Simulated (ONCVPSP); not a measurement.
Before and after: ONCV potential for cadmium

Cd (Z = 48), optimised norm-conserving Vanderbilt (ONCV), made with ONCVPSP 4.0.1 (PBEsol, fully relativistic). Core [Ar] 3d10, reference 4s2 4p6 4d10 5s1.5 5p0.5. Waves: 4s+5s: rc 1.25 bohr, ncon 4, nbas 8, qcut 11 1/bohr, 2 projectors; 4p+5p: rc 1.45 bohr, ncon 4, nbas 7, qcut 11.4 1/bohr, 2 projectors; 4d: rc 1.10 bohr, ncon 3, nbas 8, qcut 8.4 1/bohr, 1 projector. Local part: polynomial inside 0.75 bohr (lpopt 5, dvloc0 0 Ha). Core correction: Teter function, fcfact 4, rcfact 1.6.

Open shells are filled in proportion to 2j + 1.

Change: d: qcut 11.6.

Cutoffs: the cutoffs (Ha) at which the residual kinetic energy of the hardest occupied pseudo-wave falls to 1 and 0.1 mHa per electron; they do not see the model core or the augmentation charge, which bear on the density cutoff. Errors are all-electron minus pseudo energies relative to the spin-unpolarised reference configuration.

Question: What does the change do?

Answer: The potential gets softer (42 Ha and 139 Ha → 42 Ha and 49 Ha); the errors of the 3 common tests hardly move; neither file shows a bound ghost.

```csv
quantity,base,changed
"cutoff, loose",42 Ha,42 Ha
"cutoff, tight",139 Ha,49 Ha
loose cutoff by channel,"s 42 Ha, p 34 Ha, d 36 Ha","s 42 Ha, p 34 Ha, d 40 Ha"
bound ghosts,none,none
GHOST(+) flags under 300 eV,s at 6.6 eV,s at 6.6 eV
tests with a reliable result,3 of 4,3 of 4
"error for 4s2 4p6 4d10 5s2 5p0, meV [ΔE -2.32 eV]",0.0,0.0
"error for 4s2 4p6 4d10 5s1 5p0, meV [ΔE 6.99 eV]",0.0,0.0
"error for 4s2 4p6 4d10 5s0 5p1, meV [ΔE 12.83 eV]",-0.5,-0.4
s: phases at 1.27 bohr within 0.05 rad from the reference energy up to (Ha; the scan ends near 5),0.2,0.2
p3/2: phases at 1.47 bohr within 0.05 rad from the reference energy up to (Ha; the scan ends near 5),to the end of the scan,to the end of the scan
p1/2: phases at 1.47 bohr within 0.05 rad from the reference energy up to (Ha; the scan ends near 5),to the end of the scan,to the end of the scan
d5/2: phases at 1.12 bohr within 0.05 rad from the reference energy up to (Ha; the scan ends near 5),to the end of the scan,to the end of the scan
d3/2: phases at 1.12 bohr within 0.05 rad from the reference energy up to (Ha; the scan ends near 5),to the end of the scan,to the end of the scan
"rms error of d²Exc/dni dnj with the model core, mHa",3.04,3.02
```
